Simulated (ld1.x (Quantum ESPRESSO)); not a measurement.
An all-electron radial function and its pseudo partner (technetium (Tc))

Columns: radius, all-electron u(r) and pseudo u(r) of the 4p shell (level -45.30 eV) of technetium in the configuration [Ar] 3d10 4s2 4p6 4d5 5s2 5p0; PBEsol, scalar-relativistic, PAW scheme, ld1.x (Quantum ESPRESSO) 7.5.

| r (bohr) | all-electron | pseudo |
| --- | --- | --- |
| 0.148 | 0.0486 | 0.0252 |
| 0.295 | -0.5549 | 0.0963 |
| 0.443 | -0.2429 | 0.2037 |
| 0.590 | 0.3285 | 0.3301 |
| 0.738 | 0.7686 | 0.4589 |
| 0.885 | 0.9950 | 0.5708 |
| 1.033 | 1.0512 | 0.6529 |
| 1.180 | 1.0000 | 0.6951 |
| 1.328 | 0.8931 | 0.6955 |
| 1.475 | 0.7670 | 0.6582 |
| 1.623 | 0.6404 | 0.5917 |
| 1.770 | 0.5253 | 0.5089 |
| 1.918 | 0.4244 | 0.4212 |
| 2.065 | 0.3400 | 0.3398 |
| 2.213 | 0.2699 | 0.2700 |
| 2.360 | 0.2134 | 0.2134 |
| 2.508 | 0.1677 | 0.1677 |
| 2.655 | 0.1315 | 0.1315 |
| 2.802 | 0.1028 | 0.1028 |
| 2.950 | 0.0801 | 0.0801 |
| 3.098 | 0.0622 | 0.0622 |
| 3.245 | 0.0483 | 0.0483 |
| 3.393 | 0.0375 | 0.0375 |
| 3.540 | 0.0290 | 0.0290 |
| 3.688 | 0.0224 | 0.0224 |
| 3.835 | 0.0173 | 0.0173 |

How many radial nodes do the two functions have?

The all-electron 4p function has n − l − 1 = 2; the pseudo-wave has 0, since the states of the same l below it are removed with the core.

At about which radius was the pseudo-wave matched?

2.25 bohr. The columns agree to 0.0005 from 2.06 bohr on; several derivatives are matched, so the curves merge somewhat inside the radius.

Where does each function peak?

Outermost all-electron maximum near 1.03 bohr, pseudo maximum near 1.33 bohr (to the table’s step).

Is the pseudo-wave norm-conserving?

No, it belongs to a PAW set: the norm inside the radius is not constrained, and the difference is carried by the augmentation charge.
